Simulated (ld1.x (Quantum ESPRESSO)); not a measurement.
Reading a pseudo-wave (H)

Columns: radius, all-electron u(r) and pseudo u(r) of the 1s shell (level -6.36 eV) of hydrogen in the configuration 1s1; LDA (PZ), non-relativistic, RRKJ scheme, ld1.x (Quantum ESPRESSO) 7.5.

| r (bohr) | all-electron | pseudo |
| --- | --- | --- |
| 0.075 | 0.1288 | 0.1023 |
| 0.150 | 0.2390 | 0.2016 |
| 0.225 | 0.3326 | 0.2953 |
| 0.300 | 0.4115 | 0.3809 |
| 0.375 | 0.4774 | 0.4568 |
| 0.450 | 0.5318 | 0.5219 |
| 0.525 | 0.5762 | 0.5756 |
| 0.600 | 0.6118 | 0.6183 |
| 0.675 | 0.6397 | 0.6506 |
| 0.750 | 0.6609 | 0.6736 |
| 0.825 | 0.6762 | 0.6887 |
| 0.900 | 0.6864 | 0.6973 |
| 0.975 | 0.6922 | 0.7007 |
| 1.050 | 0.6942 | 0.7002 |
| 1.125 | 0.6930 | 0.6967 |
| 1.200 | 0.6889 | 0.6909 |
| 1.275 | 0.6824 | 0.6833 |
| 1.350 | 0.6739 | 0.6742 |
| 1.425 | 0.6637 | 0.6637 |
| 1.500 | 0.6520 | 0.6520 |
| 1.575 | 0.6391 | 0.6391 |
| 1.650 | 0.6253 | 0.6253 |
| 1.725 | 0.6106 | 0.6106 |
| 1.800 | 0.5953 | 0.5953 |
| 1.875 | 0.5796 | 0.5796 |
| 1.950 | 0.5635 | 0.5635 |

**Question.** How many radial nodes do the two functions have?

**Answer.** The all-electron 1s function has n − l − 1 = 0; the pseudo-wave has 0.

**Question.** At about which radius was the pseudo-wave matched?

**Answer.** 1.50 bohr. The columns agree to 0.0005 from 1.35 bohr on; several derivatives are matched, so the curves merge somewhat inside the radius.

**Question.** Where does each function peak?

**Answer.** Outermost all-electron maximum near 1.05 bohr, pseudo maximum near 0.97 bohr (to the table’s step).

**Question.** Is the pseudo-wave norm-conserving?

**Answer.** Yes: the RRKJ scheme keeps the norm inside the radius equal to the all-electron one, which fixes the energy derivative of the logarithmic derivative at the level.
